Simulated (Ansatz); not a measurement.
Job for Ansatz (a first-principles code): U-CCSD(T)/cc-pV(D+d)Z on CH4Si (SMILES C[SiH]), 2S+1 = 3, a spin state set in the input, which need not be the lowest, at the other state's geometry. Files ending in .json are basis or fitting sets from the Basis Set Exchange.

Ansatz 0.2 input:
```yaml
crystal:
  periodic: [false, false, false]
  atoms:
    - {symbol: C, position_ang: [-1.06826149, -0.41428367, 0.02794665]}
    - {symbol: Si, position_ang: [0.66023841, 0.37576989, -0.02971146]}
    - {symbol: H, position_ang: [-1.16495485, -1.15523222, -0.77502676]}
    - {symbol: H, position_ang: [-1.88055565, 0.30725687, -0.05850067]}
    - {symbol: H, position_ang: [-1.18951808, -0.97464763, 0.96304543]}
    - {symbol: H, position_ang: [1.40125978, -0.95245343, 0.11876255]}
basis:
  gaussian:
    orbitals: cc-pV_D+d_Z.json
magnetization: {spin_polarized: true, initial_magnetization: 2}
correlation: {method: ccsd_t, electrons: outside_noble_gas}
scf: {omitted_lower_state_checks: [cluster_reference]}
```

Program output:

```
WARN ansatz: RAYON_NUM_THREADS=2 ignored (pool sized by the plan → 2); use --threads N
Functional definition: HF
these checks for a lower state are left out or cut short: cluster_reference
integrals: 0.04 GiB planned
562 factors; integrals over basis functions are off by at most 9.0e-4 eV
mean field: 0.13 GiB planned
mean field evaluation 1: about -8951.9340 eV, gradient 1.5e1 eV
mean field evaluation 2: about -8951.9696 eV, gradient 1.5e1 eV
mean field evaluation 4: about -8953.7077 eV, gradient 2.2e0 eV
mean field evaluation 8: about -8953.8013 eV, gradient 1.4e-1 eV
mean field -8953.80207886 eV, -329.0461572929 hartree, gradient 1.8e-6 eV, S^2 2.004164; 0 other end points of the search recorded, 0 dependent functions left out
6 core orbitals not correlated
reference -8953.80207886 eV, -329.0461572929 hartree; 7, 5 occupied and 44, 46 virtual orbitals, 562 factors
second order -5.88818575 eV of doubles, -0.00000000 eV of singles
coupled cluster: 0.16 GiB planned
cycle   1  -6.54627866 eV  change   -6.6e-1 eV  update   6.3e-2
cycle   2  -6.80523959 eV  change   -2.6e-1 eV  update   2.4e-2
cycle   3  -6.83055123 eV  change   -2.5e-2 eV  update   9.0e-3
cycle   4  -6.82931791 eV  change    1.2e-3 eV  update   3.6e-3
cycle   5  -6.82937712 eV  change   -5.9e-5 eV  update   1.4e-3
cycle   6  -6.82937347 eV  change    3.6e-6 eV  update   5.1e-4
cycle   7  -6.82951861 eV  change   -1.5e-4 eV  update   2.1e-4
cycle   8  -6.82955126 eV  change   -3.3e-5 eV  update   1.0e-4
cycle   9  -6.82953877 eV  change    1.2e-5 eV  update   5.6e-5
cycle  10  -6.82954651 eV  change   -7.7e-6 eV  update   2.6e-5
cycle  11  -6.82954268 eV  change    3.8e-6 eV  update   9.2e-6
perturbative correction -0.18704905 eV, -0.0068739260 hartree
Total energy: -8960.81867059 eV, -329.3040122831 hartree
Checks for a lower state left out: cluster_reference
```

The run converged.

Cost: around 2.8 core-seconds (rough).
